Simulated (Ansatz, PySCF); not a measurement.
AlCl, SMILES [Al][Cl] (connectivity only; charge and spin as stated), neutral, multiplicity 1.

The structure is a stationary point at PBE0-D3(BJ)/def2-TZVPD.

Two levels are set side by side: PBE/def2-TZVPD (Ansatz, a program for electronic structure) and EOM-CCSD/aug-cc-pVDZ (PySCF). PBE by ΔSCF, the other level by its IP root; same geometry, the bases differ. Differences are taken from unrounded values.

```json
[
 {"quantity": "vertical ionisation energy (eV)", "PBE": "9.20"}
]
```

### Question
These are the PBE values. What does EOM-CCSD give? (An estimate is asked for; the answer gives what the named calculation found.)

### Answer

```
quantity                         EOM-CCSD  PBE minus EOM-CCSD
-------------------------------  --------  ------------------
vertical ionisation energy (eV)      9.30               -0.10
```

On these quantities the two levels nearly agree.
